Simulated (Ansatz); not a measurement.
# GaH: state-averaged CASSCF

Computed with Ansatz's Gaussian-basis code (development build). State-averaged CASSCF with equal weights; occupations are averaged over the states; levels count from the state that is lowest in CASSCF. Small basis; these aren't basis-limit values. Solutions may break the symmetry of the shape. No proof that the lowest CASSCF solution was found. The average may hold one member of a degenerate pair alone.

Geometry: bond length 1.6630 Å.

Basis def2-SVP, nonrelativistic, 14 orbitals frozen in the corrections; active space CAS(4,5). Averaged: 2 singlets.

(1) Give the levels in order.

Geometry: bond length 2.4945 Å. A bond is stretched, to 1.63 times the sum of the covalent radii.

Basis def2-SVP, nonrelativistic, 9 orbitals frozen in the corrections; active space CAS(4,5). Averaged: 2 singlets.

CASSCF levels: singlet 0.00, singlet 1.70 eV.

(2) How does SC-NEVPT2 move them?

Results:

(1) 

```json
{"state": "singlet", "CASSCF (eV)": "0.000", "SC-NEVPT2 (eV)": "0.000"}
{"state": "singlet", "CASSCF (eV)": "2.859", "SC-NEVPT2 (eV)": "2.955"}
```

Occupations: 1.95, 1.46, 0.51, 0.04, 0.04.

(2) singlet 0.00, singlet 1.68 eV, in the same order of listing. The lowest state stays.
